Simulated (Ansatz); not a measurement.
Species: FeH, net charge 0, quartet state. The spin state was set by rule; other spins were not relaxed. 
Structure (B3LYP-D3(BJ)/def2-TZVP (Ansatz, a first-principles code) minimum search):
```
Fe
H 1 1.5707
```
Charge 0, spin multiplicity 4.

Basis-set convergence of Hartree-Fock and MP2 correlation energies (hartree) with Ansatz. Valence correlation only, unless marked. UHF or UKS for open shells. No spin-orbit coupling. The frozen core is the preceding noble-gas configuration, with the filled d and f shells of earlier blocks. Non-relativistic. The program attaches cautions to a run behind MP2/def2-TZVPP: other amplitudes. The program attaches cautions to a run behind MP2/def2-QZVPP: other amplitudes.

The UHF reference is spin-contaminated (<S^2> 0.99 over the pure value in the largest basis). The T1 diagnostic of CCSD in the largest basis is 0.152, which is high, so the coupled-cluster rows are less sure than usual.

```json
[
 {"basis": "def2-SVP", "functions": "36", "E(HF)": "-1262.78820", "E(corr, MP2)": "-0.11753"},
 {"basis": "def2-TZVPP", "functions": "78", "E(HF)": "-1262.96487", "E(corr, MP2)": "-0.18851"},
 {"basis": "def2-QZVPP", "functions": "130", "E(HF)": "-1262.99202", "E(corr, MP2)": "-0.20121"}
]
```

Extrapolating the two largest sets (X = 3 and 4) as X^-3: E(corr) = (64·(-0.20121) - 27·(-0.18851))/37 = -0.2105 Eh, an estimate of the basis-set limit. The largest set recovers 95.6 % of it, the smallest 55.8 %.
